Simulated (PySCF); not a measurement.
**Spinor energies of Ar³⁺ (argon, charge +3)**

Start: [Ne] 3s2 3p3; 3p3/2 filled at m_j = -1/2, +1/2, +3/2. Calculated with PySCF 2.14 in x2c-TZVPall-2c (5s6p2d1f, 40 functions): generalised Hartree-Fock with the X2C-1e Hamiltonian and a Gaussian nucleus; one run each with spin-orbit coupling (SO) switched off, then screened by Boettger's factors. This is a chosen level, not necessarily the ground level.

| spinor shell | electrons | ε, spin-free (eV) | ε, screened SO (eV) | weight of nominal j (screened SO) | rms radius, screened SO (bohr) |
| --- | --- | --- | --- | --- | --- |
| 1s1/2 | 2 | -3289.9 | -3289.9 | 1.000 | 0.0991 |
| 2s1/2 | 2 | -385.49 | -385.49 | 1.000 | 0.445 |
| 2p1/2 | 2 | -308.24 | -310.37 | 0.836 | 0.414 |
| 2p3/2 | 4 | -308.24 | -307.19 | 0.918 | 0.417 |
| 3s1/2 | 2 | -73.943 | -73.942 | 1.000 | 1.39 |
| 3p3/2 | 3 | -59.211 | -59.211 | 0.654 | 1.50 |

```tsv
quantity	spin-free	screened SO
E (hartree)	-525.66340	-525.66507
M_J	3/2	3/2
⟨J²⟩	3.751	3.751
⟨L²⟩	0.000	0.002
⟨S²⟩	3.751	3.748
```

Each row is a mean over spinors that exchange with the open shell spreads, by up to 12.425 eV (3s1/2).

Rows whose weight is well below 1 are mixtures of j = l ± 1/2: exchange outweighs spin-orbit coupling there, and the label is only the starting occupation.

Without spin-orbit coupling the j labels of p, d and f shells carry no meaning; the spin-free column gives the mean over the occupied spinors of each nl shell.
